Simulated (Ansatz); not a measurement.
TeAu2. The state is a singlet with charge 0. Geometry PBE0-D4/def2-TZVP, that of the neutral singlet.

```
atom   x (Å)   y (Å)   z (Å)
 Au1  -1.634  -0.051   0.823
 Au2   1.525  -0.992  -0.205
 Te3   0.110   1.043  -0.618
```

In the def2 sets Au, Te take a core potential; there is no spin–orbit coupling. The structure comes from a short search, and lower isomers may exist.

Question: Estimate the orbital energies around the gap (eV) in Ansatz with PBE-D4/def2-TZVP, r2SCAN-D4/def2-TZVP, PBE0-D4/def2-TZVP.

Answer: 
```
orbital  PBE-D4/def2-TZVP  r2SCAN-D4/def2-TZVP  PBE0-D4/def2-TZVP
 HOMO−5             -7.34                -7.64              -8.94
 HOMO−4             -7.17                -7.47              -8.76
 HOMO−3             -7.16                -7.46              -8.74
 HOMO−2             -6.71                -6.89              -7.57
 HOMO−1             -6.31                -6.49              -7.20
   HOMO             -5.07                -5.20              -5.90
   LUMO             -3.79                -3.60              -2.97
 LUMO+1             -3.75                -3.58              -2.89
 LUMO+2             -1.10                -0.81              -0.49
 LUMO+3             -0.50                -0.16               0.10
 LUMO+4             -0.23                 0.13               0.39
 LUMO+5              0.51                 0.95               1.13
 β HOMO             -5.07                -5.20              -5.90
 β LUMO             -3.79                -3.60              -2.97
```
